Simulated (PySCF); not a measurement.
How the method moves the HOMO and LUMO of `CC[AsH][GeH3]`

Species: C2H9AsGe.
Z-matrix (Å and degrees, PBE0-D3(BJ)/def2-SVP geometry), rows numbered from 1:
```
C 
C   1  1.5168
As  2  1.9873  1  117.96
Ge  3  2.4242  2   98.53  1   -49.45
H   1  1.1025  2  111.03  3  -176.99
H   1  1.1011  2  111.94  3    63.25
H   1  1.1012  2  111.50  3   -56.99
H   2  1.1023  1  110.83  3   120.39
H   2  1.1023  1  111.26  3  -121.87
H   3  1.5280  2   95.68  1    44.49
H   4  1.5410  3  114.45  2    66.37
H   4  1.5400  3  108.56  2  -172.27
H   4  1.5423  3  108.01  2   -54.74
```

Basis pcSseg-1 throughout (PySCF), one geometry. One conformer (not necessarily the lowest) at the PBE0-D3(BJ)/def2-SVP geometry, without solvent, vibrations or thermal averaging. The calculation is non-relativistic, for germanium and arsenic too.

Problem. How do the orbital energies, the gap and the dipole change with the method?

Solution. 
```
   method                    kind  HOMO (eV)  LUMO (eV)  gap (eV)  μ (D)  SCF cycles
     BLYP                     GGA      -5.78      -0.50      5.28   1.13          13
    B97-D                     GGA      -5.92      -0.56      5.35   1.20          12
     OPBE                     GGA      -5.93      -0.40      5.53   1.25          12
      PBE                     GGA      -5.94      -0.59      5.35   1.21          13
      KT3                     GGA      -6.00      -0.58      5.42   1.12          12
      KT2                     GGA      -6.01      -0.71      5.31   1.19          12
      LDA                     LDA      -6.05      -0.82      5.24   1.24          13
     BP86                     GGA      -6.06      -0.72      5.34   1.24          13
    B97-2           global hybrid      -6.77       0.20      6.97   1.22          11
    B3LYP           global hybrid      -6.78       0.01      6.79   1.15          12
     PBE0           global hybrid      -6.99       0.23      7.23   1.24          11
 mPW1PW91           global hybrid      -7.02       0.22      7.24   1.23          11
BHandHLYP           global hybrid      -7.89       1.15      9.04   1.17          11
CAM-B3LYP  range-separated hybrid      -8.20       1.25      9.45   1.14          11
  wB97X-D  range-separated hybrid      -8.74       1.92     10.66   1.21          11
       HF            Hartree–Fock      -9.30       3.46     12.76   1.27          10
  LC-wPBE  range-separated hybrid      -9.50       2.36     11.86   1.22          12
```

The HOMO spans 3.72 eV, from BLYP down to LC-wPBE, and the gap runs from 5.24 eV (LDA) to 12.76 eV (HF). Over the methods BLYP (0 %), B97-D (0 %), OPBE (0 %), PBE (0 %), KT3 (0 %), KT2 (0 %), LDA (0 %), BP86 (0 %), B97-2 (21 %), B3LYP (20 %), PBE0 (25 %), mPW1PW91 (25 %), BHandHLYP (50 %), HF (100 %), a straight line through the gap against the share of exact exchange rises by 0.74 eV for each 10 % (correlation coefficient 0.999). The dipole ranges from 1.12 D (KT3) to 1.27 D (HF). This basis has no diffuse functions.
